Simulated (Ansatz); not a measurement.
`[OH][Zr]([F])([F])[F]` + H₂O → `[OH][Zr]([OH])([F])[F]` + H–F  (formal hydrolysis of a Zr–F bond)

Gas-phase electronic energies from Ansatz, PBE0-D4/def2-TZVP geometries. CCSD(T)/CBS adds triple-zeta CCSD(T) − MP2 to the extrapolated MP2 energy (def2 sets, frozen cores). This one scheme is used for every species. DFT in def2-TZVPP. def2 core potentials past Kr. For Zr outer-core shells are correlated without core-valence functions, which leaves a few kJ/mol of doubt a bond. One conformer a species, not always the lowest.

| species | B2PLYP energy (Eh) |
| --- | --- |
| `[OH][Zr]([F])([F])[F]` | -422.63702 |
| H₂O | -76.41329 |
| `[OH][Zr]([OH])([F])[F]` | -398.59384 |
| H–F | -100.43758 |

(1) Work out ΔE.

Largest T1 diagnostic among the species: 0.017.

Answers

(1) ΔE = (-398.59384) + (-100.43758) − (-422.63702) − (-76.41329) = 0.01889 Eh = +49.6 kJ/mol. CCSD(T)/CBS gives +44.6 kJ/mol.

In def2-TZVPP, CCSD(T) changes the Hartree–Fock value by −4.7 kJ/mol (the triples alone add +0.0 kJ/mol) and MP2 by −7.4 kJ/mol. From BLYP to BHLYP (50 % exact exchange), in def2-TZVPP and without D4, ΔE moves by −6.3 kJ/mol. Leaving LDA and LC-ωPBE aside and taking each functional with its dispersion term where it has one, the values, not all of them listed here, spread over 9.3 kJ/mol, from PBE-QIDH to B97M-V. LDA lies −8.3 kJ/mol from PBE without D4.
